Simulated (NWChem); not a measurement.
System: SiF$_{2}$, singlet; SMILES F[Si]F

Parts of the log:

```
             Northwest Computational Chemistry Package (NWChem) 7.3.0
             --------------------------------------------------------

 C2V symmetry detected

                             Geometry "geometry" -> ""
                             -------------------------

 Output coordinates in angstroms (scale by  1.889725989 to convert to a.u.)

  No.       Tag          Charge          X              Y              Z
 ---- ---------------- ---------- -------------- -------------- --------------
    1 Si                  14.0000     0.00000000     0.00000000     0.58028456
    2 F                    9.0000     1.24600000     0.00000000    -0.45133244
    3 F                    9.0000    -1.24600000     0.00000000    -0.45133244

 Effective nuclear repulsion energy (a.u.)      99.6370880005

      Symmetry information
      --------------------

 Group name             C2v
 Group number             16
 Group order               4
 No. of unique centers     2

                                 NWChem DFT Module
                                 -----------------

 Summary of "ao basis" -> "ao basis" (spherical)
 ------------------------------------------------------------------------------
       Tag                 Description            Shells   Functions and Types
 ---------------- ------------------------------  ------  ---------------------
 Si                          6-31g*                  8       18   4s3p1d
 F                           6-31g*                  6       14   3s2p1d

      Symmetry analysis of basis
      --------------------------

        a1         19
        a2          5
        b1         14
        b2          8

            General Information
            -------------------
          SCF calculation type: DFT
          Wavefunction type:  closed shell.
          No. of atoms     :     3
          No. of electrons :    32
           Alpha electrons :    16
            Beta electrons :    16
          Charge           :     0
          Spin multiplicity:     1
          Use of symmetry is: on ; symmetry adaption is: on
          Maximum number of iterations: 150
          AO basis - number of functions:    46
                     number of shells:    20
          Convergence on energy requested:  1.00D-06
          Convergence on density requested:  1.00D-05
          Convergence on gradient requested:  5.00D-04

              XC Information
              --------------
                  TPSS metaGGA Exchange Functional  1.000
             TPSS03 metaGGA Correlation Functional  1.000

             Grid Information
             ----------------
          Grid used for XC integration:  medium
          Radial quadrature: Mura-Knowles
          Angular quadrature: Lebedev.
          Tag              B.-S. Rad. Rad. Pts. Rad. Cut. Ang. Pts.
          ---              ---------- --------- --------- ---------
          Si                  1.10       88           6.0       590
          F                   0.50       49           6.0       434
          Grid pruning is: on
          Number of quadrature shells:   137
          Spatial weights used:  Erf1

      Superposition of Atomic Density Guess
      -------------------------------------

 Sum of atomic energies:        -487.56197157

      Non-variational initial energy
      ------------------------------

 Total energy =    -487.728332
 1-e energy   =    -877.223992
 2-e energy   =     289.858571
 HOMO         =      -0.313729
 LUMO         =      -0.022980

      Symmetry analysis of molecular orbitals - initial
      -------------------------------------------------

  Numbering of irreducible representations:

     1 a1          2 a2          3 b1          4 b2

  Orbital symmetries:

     1 a1          2 a1          3 b1          4 a1          5 b1
     6 a1          7 b2          8 a1          9 b1         10 a1
    11 b1         12 a1         13 b2         14 a2         15 b1
    16 a1         17 b2         18 b1         19 a1         20 a1
    21 b2         22 b1         23 a1         24 b2         25 a2
    26 a1

   convergence    iter        energy       DeltaE   RMS-Dens  Diis-err
 ---------------- ----- ----------------- --------- --------- ---------
 d= 0,ls=0.0,diis     1   -489.1732604042 -5.89D+02  3.47D-02  7.12D-01
 d= 0,ls=0.0,diis     2   -488.8473173101  3.26D-01  2.04D-02  4.49D+00
 d= 0,ls=0.0,diis     3   -489.2634507858 -4.16D-01  1.63D-03  4.64D-03
 d= 0,ls=0.0,diis     4   -489.2639583449 -5.08D-04  4.12D-04  5.01D-04
 d= 0,ls=0.0,diis     5   -489.2640103588 -5.20D-05  2.77D-05  1.02D-06
 d= 0,ls=0.0,diis     6   -489.2640104963 -1.37D-07  5.11D-06  2.33D-08

         Total DFT energy =     -489.264010496293
      One electron energy =     -878.512908854435
           Coulomb energy =      331.538430755072
    Exchange-Corr. energy =      -41.926620397398
 Nuclear repulsion energy =       99.637088000468

 Numeric. integr. density =       32.000003081446

                  Occupations of the irreducible representations
                  ----------------------------------------------

                     irrep           alpha         beta
                     --------     --------     --------
                     a1                8.0          8.0
                     a2                1.0          1.0
                     b1                5.0          5.0
                     b2                2.0          2.0

                       DFT Final Molecular Orbital Analysis
                       ------------------------------------

[...]

                         DFT ENERGY GRADIENTS

    atom               coordinates                        gradient
                 x          y          z           x          y          z
   1 Si      0.000000   0.000000   1.096579    0.000000   0.000000  -0.007429
   2 F       2.354599   0.000000  -0.852895   -0.004610   0.000000   0.003715
   3 F      -2.354599   0.000000  -0.852895    0.004610   0.000000   0.003715
```

Level: TPSS/6-31G* (spherical d). Low-valent species are run as closed-shell singlets; no triplet was tried in these runs. Coordinates come from a B3LYP/6-31G* (spherical d) optimisation.

Question: Reconstruct the input file.

Answer: One answer among several that fit: the input that was run:
```
start job
memory heap 200 mb stack 900 mb global 1100 mb
geometry units angstroms noautoz
  Si     0.000000     0.000000     0.571380
  F      1.246000     0.000000    -0.460237
  F     -1.246000     0.000000    -0.460237
end
basis spherical
  * library 6-31g*
end
dft
  xc xtpss03 ctpss03
  iterations 150
end
task dft gradient
```
